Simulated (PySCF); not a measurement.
Core binding energy against partial charge

Compound: C4H10BNO.
SMILES with atom numbers: `[CH3:1][B:2]([CH3:3])[NH:4][C:5]([CH3:6])=[O:7]`

Binding energies: PySCF 2.14.0, delta-SCF UKS SCAN, pcX-2 on the ionised atom, pcseg-1 elsewhere, spin-free X2C. Charges: PBE0/pcSseg-1 ground-state density, for the ionised atom.

```csv
atom,environment,C 1s (eV),Mulliken (e),IAO (e),Hirshfeld (e),ESP (e)
C1,sp3 carbon bound to boron,290.09,-0.541,-0.568,-0.196,-0.787
C6,methyl carbon next to a carbonyl,291.20,-0.292,-0.474,-0.122,-0.648
C5,amide carbonyl carbon,293.88,+0.348,+0.454,+0.196,+0.877
```

Question: Give the correlation coefficient and slope of binding energy on charge for each scheme.

Answer: Mulliken: r = 1.00, slope 4.3 eV per e; Hirshfeld: r = 0.99, slope 9.3 eV per e; IAO: r = 0.98, slope 3.4 eV per e; ESP: r = 0.98, slope 2.1 eV per e. On 3 points no scheme stands out.

Question: The point-charge model writes a binding energy as kq + V + constant, with V the potential of the other atoms' charges at the site. What does it give with the IAO charges?

Answer: V = Σ 14.40 eV Å × q/r over all other atoms: +7.36 eV at C1, +7.60 eV at C6, -8.20 eV at C5. Fitting binding energy − V to q gives k = 19.3 eV per e and leaves an rms residual of 0.38 eV, against 0.33 eV for the fit on q alone. The model has no term for differences in relaxation between sites.

One conformer (not necessarily the lowest) at the PBE0-D3(BJ)/def2-SVP geometry, without solvent, vibrations or thermal averaging.

Shape of the structure used: `[CH3:1][B:2]([CH3:3])[NH:4][C:5]([CH3:6])=[O:7]`: C1–B2–N4–C5 -179°, B2–N4–C5–C6 -179°.
